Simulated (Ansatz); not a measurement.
Species: C₃H₆O₂, SMILES `COC(C)=O` (C–O–C–O torsion 1°) (charge 0, multiplicity 1).

Give a relaxed geometry from PBE-D3(BJ)/def2-TZVP (Ansatz, an electronic-structure program).

One answer among several that fit: the end point of this relaxation, one of several conformers (outside a Z-matrix the atoms follow the SMILES, hydrogens last).
Z-matrix (Å, degrees):
```
C
O 1 1.2142
O 1 1.3617 2 123.45
C 3 1.4421 1 114.61 2 0.79
H 4 1.0949 3 105.50 1 179.55
H 4 1.0983 5 110.71 3 -119.56
H 4 1.0983 5 110.73 6 -120.71
C 1 1.5068 2 125.76 3 178.81
H 8 1.0946 1 109.41 2 19.18
H 8 1.0970 9 110.77 1 -123.00
H 8 1.1002 9 108.74 10 -118.03
```
